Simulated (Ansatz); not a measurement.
Ideal-gas functions of Cl3HNNb, SMILES `[NH]=[Nb]([Cl])([Cl])[Cl]` at 400 K and 1 bar, from an Ansatz frequency run at PBE0-D4/def2-TZVP.

Molar mass 214.28 g/mol, point group C3v (symmetry number 3), electronic degeneracy 1, moments of inertia 340.677, 340.682, 506.181 u Å². Harmonic wavenumbers (cm⁻¹, unscaled): 103, 103, 134, 212, 212, 395, 441, 442, 548, 548, 1043, 3636.

Use S(trans) = R[1.5 ln M + 2.5 ln T − 1.1517]; rotational temperatures θ = 24.2544 K / I; S(rot) = R[ln(√π/σ · √(T³/θAθBθC)) + 1.5]; for each mode x = 1.438777 ν̃/T, S = R[x/(eˣ − 1) − ln(1 − e⁻ˣ)] and H = RT x/(eˣ − 1); 1 cm⁻¹ = 0.0119627 kJ/mol; R = 8.31446 J/(mol·K).

Problem. By hand: the entropy, in J/(mol·K).

Solution. Translation 181.9. Rotation: θ = 0.0712, 0.0712, 0.0479 K, giving 117.4. Vibration, mode by mode: 16.62, 16.62, 14.46, 10.77, 10.77, 6.06, 5.30, 5.28, 3.90, 3.90, 0.95, 0.00, in all 94.6. Electronic 0.0. Sum 393.9 J/(mol·K).

Problem. By hand: H − E and G − E in kJ/mol, counted from the electronic energy.

Solution. Zero-point energy ½ × 7817 × 0.0119627 = 46.8; thermal vibration 19.2; translation, rotation and pV give 4 RT = 13.3. H − E = 79.3 kJ/mol, and G − E = 79.3 − 400 × 393.9/1000 = -78.3 kJ/mol.

Vibration gives 24 % of the entropy, 47.7 J/(mol·K) of it from the modes under 150 cm⁻¹: soft modes count most, and the harmonic formula is weakest for them. The sum counts one conformer and one mirror image; others add a mixing term.
